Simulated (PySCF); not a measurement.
# Reading the logs of faulty runs: BH6OSi2

Calculated results; nothing here was measured. The program is PySCF 2.14.0, an open-source quantum chemistry code, run on an isolated molecule that a program drew, which may never have been made. The molecule is BH6OSi2 (charge 0, doublet), drawn as the SMILES string `[BH][SiH2][SiH2]O`.

Each row is a Hartree-Fock (HF) and frozen-core CCSD(T) single point in the cc-pV(D+d)Z basis, meant for a local HF minimum. Run 1 is clean. Each other run has one planted mistake out of seven kinds, and not every kind appears here: one electron removed, one electron added, multiplicity raised by two, geometry at a saddle point, minimal basis STO-3G, one bond length entered in bohr, all coordinates scaled. The reference is restricted for singlets and unrestricted otherwise, and also for a bond in bohr. Adding or removing an electron swaps singlet and doublet. Electrons count all cores. HOMO and LUMO are orbital energies over both spins, the gradient is its largest component, and the lowest frequency (negative if imaginary) is given only where the gradient is small. Bond lengths are over the 9 bonds as drawn. T1 is the CCSD diagnostic: over 0.02 (restricted) or 0.045 (unrestricted) a single reference is doubtful.

Geometry of the clean run:
```xyz
10
BH6OSi2, angstrom
B     1.0552   -1.8091    1.0734
Si    2.9765   -1.3877    0.6569
Si    2.7964    0.5407   -0.7068
O     1.2525    1.0862   -0.4139
H     0.2782   -1.5569    1.9430
H     3.6260   -2.4887   -0.0970
H     3.8206   -1.1009    1.8477
H     2.9698    0.2248   -2.1457
H     3.7940    1.5841   -0.3650
H     0.9287    1.8421   -0.8813
```

| run | electrons | basis functions | <S^2> | HOMO (eV) | LUMO (eV) | gradient (hartree/bohr) | lowest frequency (cm^-1) | mean bond (Å) | longest bond (Å) | T1 | HF (hartree) | CCSD(T) (hartree) | mistake |
|---|---|---|---|---|---|---|---|---|---|---|---|---|---|
| 1 | 47 | 104 | 0.758 | -8.74 | 1.26 | 6.5e-06 | 24 | 1.5689 | 2.369 | 0.0145 | -680.87106 | -681.38680 | no fault |
| 2 | 47 | 104 | 1.221 | -8.56 | 1.29 | 1.2e-02 | - | 1.7677 | 3.799 | 0.0564 | -680.77862 | -681.28689 | one bond length entered in bohr |
| 3 | 47 | 34 | 0.754 | -6.77 | 6.54 | 4.3e-02 | - | 1.5689 | 2.369 | 0.0085 | -672.82135 | -673.00308 | minimal basis STO-3G |
| 4 | 47 | 104 | 3.776 | -7.66 | -1.72 | 3.4e-02 | - | 1.5689 | 2.369 | 0.0278 | -680.74514 | -681.25263 | ? |
| 5 | 46 | 104 | 0.000 | -15.69 | -6.16 | 4.1e-02 | - | 1.5689 | 2.369 | 0.0199 | -680.59718 | -681.10559 | ? |

**Which mistake was planted in run 4, and what did it cost?**

Electrons, basis and geometry are unchanged, and <S^2> is 3.776, beside S(S+1) = 3.75 for a multiplicity of 4. So the mistake is: multiplicity raised by two. Subtracting run 1 and multiplying by 627.51 kcal/mol a hartree, the energy moved by 79.0 kcal/mol in HF and 84.2 kcal/mol in CCSD(T).

**Which mistake was planted in run 5, and what did it cost?**

It counts 46 electrons, one fewer than the clean run, at the same geometry and basis. So the mistake is: one electron removed. Subtracting run 1 and multiplying by 627.51 kcal/mol a hartree, the energy moved by 171.9 kcal/mol in HF and 176.5 kcal/mol in CCSD(T).

Cautions from the logs. Run 2: T1 is over the limit, so its CCSD(T) energy is less reliable.
